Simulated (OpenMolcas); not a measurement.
**Tm3+ in a point-charge field**

Tm3+ among 12 point charges of -0.5 e arranged as a cuboctahedron (Oh), 2.52 Å from the ion.

| Item | Value |
| --- | --- |
| Program | OpenMolcas |
| Method | SS-CASPT2, IPEA 0.25 Eh, imaginary shift 0.1 Eh (closed shells correlated: 5s 5p) |
| Basis | ANO-RCC-VTZP [8s7p5d3f2g1h] |
| Scalar Hamiltonian | DKH2, point nucleus |
| Active space | 12 electrons in 7 orbitals (4f) |
| State averaging | 2S+1 = 3 even, 21 roots; 2S+1 = 1 even, 27 roots kept (CI in the orbitals of an earlier block) |
| Spin-orbit coupling | state interaction with AMFI integrals over the reference wave functions |

The lowest spin-free states (labels of O, the rotations of Oh), above the lowest:

```tsv
State	Degeneracy	E (cm-1)	Free-ion L (%)
3T1	3	0	H (100)
3T1	3	45	H (100)
3T2	3	49	H (100)
3E	2	90	H (100)
3T1	3	6220	F (100)
2S+1 = 3	4	6230	F (100)
1T1	3	9100	G (100)
1T2	3	9550	G (100)
1E	2	9570	G (100)
1A1	1	9660	G (100)
1T2	3	24440	D (100)
1E	2	24530	D (100)
1A2	1	30780	I (100)
1A1	1	30950	I (100)
1T2	3	31090	I (100)
3T1	3	31310	P (100)
1T1	3	31360	I (100)
1E	2	31370	I (100)
1T2	3	31740	I (100)
```

The lowest levels with spin-orbit coupling:

```tsv
E (cm-1)	Degeneracy	Label	2S+1	J	|mJ| (%)
0	2	E	3	6.00	0 (44)
9	3	T2	3	6.00	1 (53)
29	1	A1	3	6.00	4 (87)
32	1	A2	3	6.00	2 (69)
46	3	T1	3	6.00	4 (33)
50	3	T2	3	6.00	5 (34)
5760	3	T1	3 (72 %)	4.00	1 (58)
5890	2	E	3 (73 %)	4.00	2 (50)
5900	3	T2	3 (73 %)	4.00	3 (58)
5910	1	A1	3 (73 %)	4.00	0 (58)
8330	3	T1	3	5.00	5 (35)
8350	2	E	3	5.00	2 (50)
8350	3	T2	3	5.00	2 (33)
8380	3	T1	3	5.00	3 (55)
12790	3	T1	3 (87 %)	4.00	1 (58)
12830	1	A1	3 (87 %)	4.00	0 (58)
12860	3	T2	3 (87 %)	4.00	3 (58)
12860	2	E	3 (87 %)	4.00	2 (50)
14540	3	T2	3	3.00	1 (42)
14540	3	T1	3	3.00	3 (42)
```

Powder χT (cm3 K/mol): 2.13 at 2 K, 5.81 at 10 K, 7 at 50 K, 7.1 at 100 K, 7.13 at 200 K, 7.14 at 300 K. The effective moment at 300 K is 2.828 √(χT) = 7.56 μB.

Hund's rules give f12 the level 3H6 with g = 1.167, so an isolated free-ion multiplet has χT = g² J(J+1) / 8 = 7.146 cm3 K/mol. The computed 7.139 at 300 K differs by 0 %, through the field's splitting, the mixing of terms and any other multiplet in reach.

Roots that are degenerate in the reference are averaged as groups; the widest CASPT2 spread within a group is 740 cm-1 (the 3-fold group of multiplicity 1 near 31700 cm-1 above the lowest state of its run). Shifts and gaps below about the spread of the groups concerned are not significant. This is an electrostatic model: the charges have no orbitals. A group larger than the point group allows holds several states that coincide in this model. The first state left out of the spin-orbit step lies near 83000 cm-1 above the lowest spin-free state of the reference (among the parities and spins computed), and the lists stop at four fifths of that energy or lower. No measured value stands beside these numbers.
